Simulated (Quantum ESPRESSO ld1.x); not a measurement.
Question: Au3+, 76 electrons, occupied as [Xe] 4f14 5d8 (the NIST ground configuration). All-electron calculation, Dirac Kohn-Sham, BLYP, spin-unpolarised, spherical densities, point nucleus; open shells fill j = l - 1/2 first. Program: ld1.x of Quantum ESPRESSO 7.5. Some entries of the table are withheld. Estimate them.

orbital  occ.  eigenvalue (hartree)  <r^2> (bohr^2)
1s1/2       2            -2965.6926       0.0003930
2s1/2       2             -523.9387        0.005935
2p1/2       2             -502.4248             (1)
2p3/2       4             -434.9368             (2)
3s1/2       2             -124.6599         0.03855
3p1/2       2             -115.0019         0.03516
3p3/2       4             -100.1096         0.04158
3d3/2       4              -84.1005         0.03189
3d5/2       6              -80.9002         0.03364
4s1/2       2              -28.0898          0.1870
4p1/2       2              -23.9737          0.1909
4p3/2       4              -20.4007          0.2236
4d3/2       4              -13.6738          0.2363
4d5/2       6              -13.0086          0.2479
5s1/2       2               -5.2948          0.9582
4f5/2       6               -4.3811          0.2968
4f7/2       8               -4.2409          0.3053
5p1/2       2               -3.9535             (3)
5p3/2       4               -3.3355             (4)
5d3/2       4               -1.5238           2.320
5d5/2       4               -1.4562           2.473

Answer: 
(1) 2p1/2 <r^2> (bohr^2): 0.004201
(2) 2p3/2 <r^2> (bohr^2): 0.005389
(3) 5p1/2 <r^2> (bohr^2): 1.121
(4) 5p3/2 <r^2> (bohr^2): 1.344
